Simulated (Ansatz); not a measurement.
System: SnOFH2, charge 0, doublet. SnOFH2 (SMILES [O][SnH2][F], doublet).
B3LYP-D3(BJ)/def2-TZVP minimum from Ansatz (an electronic-structure program):
```xyz
5

Sn    -0.1811    -0.1931     0.0231
O      1.7405    -0.5539    -0.3384
F     -0.3626     1.7254     0.1485
H     -1.0652    -0.6517    -1.3532
H     -0.5418    -0.7934     1.5708
```
Charge 0, spin multiplicity 2.

Wanted: atomisation energy (electronic, to ground-state atoms), in kcal/mol. UHF or UKS for unpaired electrons; spin-orbit terms are left out. Cores are frozen in correlated methods (noble-gas shells, and filled d and f shells in the p block). Past Kr the def2 sets carry scalar-relativistic core potentials. CBS(X,Y): correlation extrapolated as X^-3, Hartree-Fock from the larger set. A bracket is a step between two methods taken in the basis named. For partners of very few electrons the exact lower level stands in for a higher one. Spin-orbit terms, left out, reach several kcal/mol for Br and I, and more for heavier atoms.

CCSD(T)/CBS(def2-TZVPP,def2-QZVPP) + [CCSDT(Q) - CCSD(T)]/def2-SVP (Ansatz) gives 306.7 kcal/mol.

**Question.** How far off this value is PBE/def2-TZVPD (Ansatz), in which direction, and how far these levels: r2SCAN/def2-TZVPD, PBE0/def2-TZVPD, wB97M-V/def2-TZVPD, CCSD(T)/CBS(def2-TZVPP,def2-QZVPP)?

**Answer.** PBE gives 305.1 kcal/mol, 1.6 kcal/mol below it. Differences of the others: r2SCAN/def2-TZVPD (Ansatz) -4.0; PBE0/def2-TZVPD (Ansatz) -14.6; wB97M-V/def2-TZVPD (Ansatz) -7.0; CCSD(T)/CBS(def2-TZVPP,def2-QZVPP) (Ansatz) -0.9 kcal/mol.
